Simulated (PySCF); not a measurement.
# Polarisability and C₆ of Ca (calcium, neutral)

[Ar] 4s2, closed-shell 1S. Computed with PySCF 2.14 in dyall-av3z (25s18p5d4f, 132 functions), with scalar relativity by spin-free X2C-1e. Coupled (time-dependent) response in atomic units; α is the mean over directions.

| method | mean α (bohr³) | C₆ (like pair) | S(−4) |
| --- | --- | --- | --- |
| MN15 | 135.8 | 1770 | 8984 |
| TPSS | 169.9 | 2464 | 13960 |

S(−4) is the Cauchy moment in α(ω) = α(0) + S(−4) ω² + …

Reference α: 160.8 ± 4 bohr³ (recommended; Schwerdtfeger and Nagle, table of static dipole polarizabilities (2023 update)). Published C₆: 2163 (Chu and Dalgarno (2004); Tang, Norbeck and Certain (1976)).

α(iu) at MN15:

```json
{"u (hartree)": "0", "α(iu) (bohr³)": "135.8"}
{"u (hartree)": "0.0500", "α(iu) (bohr³)": "116.7"}
{"u (hartree)": "0.100", "α(iu) (bohr³)": "82.55"}
{"u (hartree)": "0.200", "α(iu) (bohr³)": "39.51"}
{"u (hartree)": "0.300", "α(iu) (bohr³)": "22.30"}
{"u (hartree)": "0.500", "α(iu) (bohr³)": "10.54"}
{"u (hartree)": "0.750", "α(iu) (bohr³)": "6.006"}
{"u (hartree)": "1.00", "α(iu) (bohr³)": "4.087"}
{"u (hartree)": "1.50", "α(iu) (bohr³)": "2.340"}
{"u (hartree)": "2.00", "α(iu) (bohr³)": "1.527"}
{"u (hartree)": "3.00", "α(iu) (bohr³)": "0.7962"}
{"u (hartree)": "5.00", "α(iu) (bohr³)": "0.3299"}
```
